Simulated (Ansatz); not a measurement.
`C[O][Zr]([OH])([O]C(C)C)[N](C)C` at its PBE0-D4/def2-TZVP geometry, where that method's forces vanish. Charge 0, multiplicity 1. Zr: def2 effective core potential.

```xyz
28

C    -1.1023    3.4237    0.0919
O    -0.9657    2.0566    0.2717
Zr   -0.8338    0.1341    0.1632
O    -2.4125   -0.5546   -0.7549
O     0.7534   -0.5038   -0.7312
C     1.7309   -0.7806   -1.6910
C     2.1501    0.4991   -2.3909
C     1.2185   -1.8242   -2.6658
N    -0.7459   -0.5721    2.0773
C    -0.0378   -1.7617    2.4761
C    -1.4184    0.0651    3.1808
H    -0.2584    3.8320   -0.4761
H    -2.0250    3.6578   -0.4519
H    -1.1383    3.9370    1.0598
H    -3.2024   -1.0858   -0.7875
H     2.6047   -1.1915   -1.1642
H     1.3030    0.9254   -2.9364
H     2.4980    1.2357   -1.6638
H     2.9564    0.3090   -3.1036
H     0.9224   -2.7306   -2.1341
H     1.9879   -2.0872   -3.3960
H     0.3461   -1.4422   -3.2030
H     0.4824   -2.2085    1.6244
H     0.7175   -1.5445    3.2469
H    -0.7160   -2.5230    2.8912
H    -1.9284    0.9765    2.8545
H    -0.7128    0.3515    3.9757
H    -2.1736   -0.5932    3.6370
```

Question: What forces (eV/Å) does r2SCAN-D4/def2-TZVPP give on these atoms in the Gaussian-basis code of Ansatz? (Estimate.)

Answer: The calculation gave: 
```
C1  -0.030  0.283 -0.040
O2   0.013 -0.079  0.051
Zr3 -0.043 -0.011  0.015
O4  -0.096 -0.021 -0.107
O5  -0.045 -0.010  0.110
C6   0.238 -0.087 -0.101
C7   0.046  0.123 -0.059
C8  -0.046 -0.103 -0.087
N9   0.018  0.032 -0.073
C10  0.101 -0.172  0.051
C11 -0.100  0.095  0.151
H12 -0.001  0.004  0.002
H13  0.001  0.004  0.001
H14  0.000  0.003 -0.001
H15 -0.049 -0.038  0.011
H16  0.016 -0.008  0.014
H17  0.002 -0.010  0.009
H18 -0.007 -0.009 -0.011
H19 -0.012  0.003  0.009
H20  0.002  0.013 -0.008
H21 -0.012  0.004  0.009
H22  0.009  0.004  0.011
H23 -0.010  0.008  0.001
H24  0.004 -0.001  0.014
H25 -0.003 -0.006  0.011
H26  0.004 -0.009 -0.009
H27  0.006 -0.002  0.014
H28 -0.003 -0.007  0.011
```
